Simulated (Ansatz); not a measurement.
BrH4HfNO2 (`[NH2][Hf]([OH])([OH])[Br]`), relaxed with RKS PBE0-D4/def2-TZVP in Ansatz 0.2.0 from a GFN2-xTB geometry. The force threshold is 0.005 eV/Å; the program also tests the step.

Charge 0, multiplicity 1. Hf: def2 effective core potential.

Start:

```xyz
9

N     0.884    0.529    1.187
Hf   -0.168   -0.666   -0.030
O    -1.851    0.142   -0.135
O     0.677   -0.555   -1.695
Br   -0.435   -3.008    0.651
H     0.380    1.162    1.813
H     1.652    1.085    0.808
H    -1.993    1.041   -0.442
H     0.854    0.268   -2.157
```

(1) How much energy does the relaxation release, and in how many steps? (Estimate.)

(2) Which bonds change most? (Estimate.)

(3) Give the relaxed structure. (Estimate.)

## Answers

(1) Computed: 0.57 eV, in 9 steps.

(2) The calculation gave: Hf2–Br5 from 2.453 to 2.545 Å; Hf2–O3 from 1.869 to 1.912 Å; Hf2–O4 from 1.870 to 1.912 Å; N1–Hf2 from 2.005 to 2.023 Å.

(3) Computed: 
```xyz
9

N     0.913    0.662    1.239
Hf   -0.169   -0.369   -0.124
O    -1.916    0.410   -0.147
O     0.802   -0.292   -1.769
Br   -0.373   -2.803    0.590
H     0.537    1.145    2.043
H     1.913    0.795    1.214
H    -2.785    0.726   -0.368
H     1.078   -0.274   -2.679
```
